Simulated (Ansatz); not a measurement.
Cost and result for the atomization energy of C$_{2}$H$_{6}$BClO (11 atoms, 10 bonds).

Cartesian coordinates in Å:
```
B -1.3750 0.2599 -0.6342
C 0.1549 0.0860 -0.3333
C 0.6888 -0.6769 0.8204
O 1.0316 0.6151 -1.1377
Cl -1.1832 1.7202 0.6434
H -2.0728 -0.5926 -0.1580
H -1.6417 0.6890 -1.7187
H -0.0708 -0.8037 1.5867
H 1.5839 -0.2200 1.2544
H 0.9601 -1.6690 0.4377
H 1.9241 0.5920 -0.7607
```

The species carries charge 0 and has multiplicity 1. The bonds changed during the relaxation, so this is another structure than the one it started from. Geometry: relaxed with PBE0-D4/def2-TZVP. It is one conformer, not always the lowest. Program: Ansatz. All runs use 4 threads of an Arm Neoverse V2 on a shared host. Times are those of one run each, without the atoms' runs, and a repeat can differ threefold. Electronic energies, without spin–orbit coupling; frozen cores. CCSD(T)/CBS adds CCSD(T) − MP2 in def2-TZVPP to the MP2 limit, and its time is that of the two runs behind it. T1 = 0.015. B3LYP takes the VWN-RPA correlation (the form of Gaussian; ORCA's B3LYP/G). HSE06 is the plane-wave form, built on full-range PBE exchange.

CCSD(T)/CBS is a level of theory with its own doubt, some kJ/mol a heavy atom from the limit and from the frozen cores, so smaller differences don't rank the functionals.

```
                             level  functions  wall time
              revPBE-D4/def2-TZVPP        250      1.6 s
               HSE06-D4/def2-TZVPP        250      2.5 s
           CAM-B3LYP-D4/def2-TZVPP        250      2.8 s
 B3LYP-D4/def2-TZVPP (with forces)        250      3.5 s
                  CCSD(T)/def2-SVP        104      3.9 s
r2SCAN-D4/def2-TZVPP (with forces)        250      3.9 s
                 B2PLYP/def2-TZVPP        250      4.4 s
                ωB97X-V/def2-TZVPP        250      6.5 s
                 B97M-V/def2-TZVPP        250      7.5 s
  ωB97M-V/def2-TZVPP (with forces)        250      8.5 s
                    MP2/def2-QZVPP        478       18 s
                CCSD(T)/def2-TZVPP        250      120 s
                 CCSD(T)/CBS(def2)          –    2.2 min
```

**Question.** What atomization energy does each give, and how far from CCSD(T)/CBS? (Estimate.)

**Answer.** The calculation gave: 
```csv
level,atomization (kJ/mol),difference from CCSD(T)/CBS,per bond
revPBE-D4/def2-TZVPP,4091.1,25.0,2.5
HSE06-D4/def2-TZVPP,4115.2,49.1,4.9
CAM-B3LYP-D4/def2-TZVPP,4094.7,28.6,2.9
B3LYP-D4/def2-TZVPP (with forces),4082.3,16.2,1.6
CCSD(T)/def2-SVP,3879.4,-186.7,-18.7
r2SCAN-D4/def2-TZVPP (with forces),4117.1,51.0,5.1
B2PLYP/def2-TZVPP,4036.0,-30.1,-3.0
ωB97X-V/def2-TZVPP,4081.7,15.6,1.6
B97M-V/def2-TZVPP,4099.9,33.8,3.4
ωB97M-V/def2-TZVPP (with forces),4100.2,34.1,3.4
MP2/def2-QZVPP,4101.3,35.2,3.5
CCSD(T)/def2-TZVPP,3967.9,-98.2,-9.8
CCSD(T)/CBS(def2),4066.1,0.0,0.0
```

Leaving LDA and LC-ωPBE aside and taking each functional with its dispersion term where it has one, the values, not all of them listed here, spread over 238.1 kJ/mol, from BHLYP-D4 to PBE-D4. LDA lies +548.0 kJ/mol from PBE without D4, its usual overbinding. The D4 term adds +36.2 kJ/mol with B3LYP and +18.8 kJ/mol with PBE0; it sums over pairs of atoms, weighted by their polarisabilities, and B3LYP, whose exchange is more repulsive, gets the larger term. From PBE to PBE0 (25 % exact exchange), in def2-TZVPP and without D4, the atomization energy moves by −78.9 kJ/mol: exact exchange takes away binding that semilocal exchange gives to molecules.
